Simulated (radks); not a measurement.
Trend from Co3+ to Ir3+: ionisation energy by Delta-SCF between NIST ground configurations, and size. Calculated with a radial shooting solver on a logarithmic mesh with Libxc functionals: scalar-relativistic Kohn-Sham, PBEsol, spin-unpolarised, spherical densities, point nucleus.

species  configuration  IE (eV)  NIST (eV)       kind  -e(HOMO) (eV)  outermost  <r> outermost (bohr)  r at 0.001 e/bohr^3 (bohr)
Co3+          [Ar] 3d6   55.314       51.3  semi-emp.    45.131 (3d)         3d                 0.939                        2.71
Rh3+          [Kr] 4d6   46.925         42     theory    39.494 (4d)         4d                  1.37                        3.17
Ir3+     [Xe] 4f14 5d6   43.609         40     theory    36.918 (5d)         5d                  1.54                        3.36

Reference values: NIST Atomic Spectra Database (exp. = measured, semi-emp. = semi-empirical, theory = theoretical value adopted there). Spin polarisation and multiplet splitting are left out, so open shells lie too high by an amount that depends on their filling. Spin-orbit splitting is averaged out at the scalar-relativistic level.

Beside tabulated values, note that spin-unpolarised runs miss the spin-polarisation part of the exchange energy of open shells.
